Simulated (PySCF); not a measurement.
Input of a run (PBE0-D3(BJ)/def2-SVP geometry optimisation, gas phase, def2 core potentials past Kr (PySCF 2.14.0)), started from GFN2-xTB:
```
{"job": {"xc": "PBE0", "basis": "def2-SVP", "d3": "d3bj", "grid": 1, "maxiter": 30, "shake": 0.01, "kind": "geom"}, "charge": 0, "multiplicity": 1}
F     -0.747960     1.994170    -0.915340
B     -0.376230     1.235980     0.066570
F      0.240520     1.909460     1.007100
Si    -0.553470    -0.698810     0.088080
Te     1.625030    -1.732570    -0.459590
H     -1.036720    -1.227780     1.380260
H     -1.526070    -1.215810    -0.895700
H      2.430050    -0.283790    -0.323860
```

Output (energies in Eh, forces in Eh/bohr):
```
step   0  E = -783.37238951  max force = 0.024847
step   1  E = -783.37791088  max force = 0.005889
step   2  E = -783.37801350  max force = 0.004720
step   3  E = -783.37831353  max force = 0.001351
step   4  E = -783.37858561  max force = 0.002861
step   5  E = -783.37889161  max force = 0.005629
step   6  E = -783.37905284  max force = 0.003360
step   7  E = -783.37914963  max force = 0.000628
step   8  E = -783.37916303  max force = 0.000621
step   9  E = -783.37918161  max force = 0.000455
step  10  E = -783.37918025  max force = 0.001174
step  11  E = -783.37917969  max force = 0.000981
step  12  E = -783.37918986  max force = 0.000288
optimisation converged
```

Question: Summarise the run.

Answer: The energy falls by 4.3 kcal/mol over 13 energy and gradient evaluations, the largest force component goes from 0.0248 to 2.9e-04 Eh/bohr, and the atoms move by 0.364 Å rms after alignment. The bond that changes most is B2–Si4 (three-coordinate boron to SiH2 silicon), which lengthens by 0.082 Å. Bonds longer at the end by more than 0.005 Å: 6 of 7; shorter: 0. Among the angles that change most is H6–Si4–H7, from 104.0° to 110.2°. Among the dihedrals that turn most is H6–Si4–Te5–H8, from -114° to -62°. The energy rose by more than 1e-6 Eh at step 10. The first step brought 81 % of the lowering.

Question: What are the final bond lengths?

Answer: F1–B2 1.318 Å, B2–F3 1.319 Å, B2–Si4 2.025 Å, Si4–Te5 2.515 Å, Si4–H6 1.493 Å, Si4–H7 1.492 Å, Te5–H8 1.666 Å. Numbering counts from 1 in the input's order; the species is `[SiH2]([TeH])B(F)F`.

The run used 101 basis functions and 86 SCF cycles in all. Time: 48 s; peak memory 0.43 GiB. Hardware: an Arm Neoverse V2 with one thread, no GPU, shared host with 96 logical CPUs at a one-minute load of 24.

PBE0-D3(BJ)/def2-SVP frequencies: not computed here. One conformer, not necessarily the lowest.
